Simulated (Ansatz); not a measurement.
Consider the formal exchange of groups at the Si–Si bond: `[SiH3][SiH2][SiH2][SiH2][SiH2][SiH3]` + `BS[SiH3]` → `BS[SiH2][SiH2][SiH3]` + `[SiH3][SiH2][SiH2][SiH3]`.

Calculated with Ansatz (gas phase, PBE0-D4/def2-TZVP geometries, no zero-point term in ΔE). CCSD(T)/CBS is the MP2 limit (def2-TZVPP, def2-QZVPP) plus CCSD(T) − MP2 in def2-TZVPP, frozen cores. DFT in def2-TZVPP. HSE06 is defined as in plane-wave codes. One conformer a species, not always the lowest.

```csv
level,ΔE (kJ/mol)
PBE-D4,4.7
BHLYP-D4,6.5
B2PLYP,2.1
r2SCANh,2.9
HSE06,1.6
HF/def2-TZVPP,0.1
SCS-MP2/def2-TZVPP,4.9
HF/CBS(def2),0.0
```

(1) What does CCSD(T)/CBS give? (Best estimate.)

Largest T1 diagnostic among the species: 0.015.

## Answers

(1) The calculation gave: +5.6 kJ/mol. The listed levels differ from it by -0.9, 0.9, -3.5, -2.7, -4.0, -5.5, -0.7, -5.6 kJ/mol.

Leaving LDA and LC-ωPBE aside and taking each functional with its dispersion term where it has one, the values spread over 4.4 kJ/mol, from B2PLYP to BHLYP-D4. The D4 term adds +6.2 kJ/mol with B3LYP and +4.1 kJ/mol with PBE0; it sums over pairs of atoms, weighted by their polarisabilities, and B3LYP, whose exchange is more repulsive, gets the larger term.

B3LYP here is the variant with VWN-RPA as its local correlation; programs differ in this.
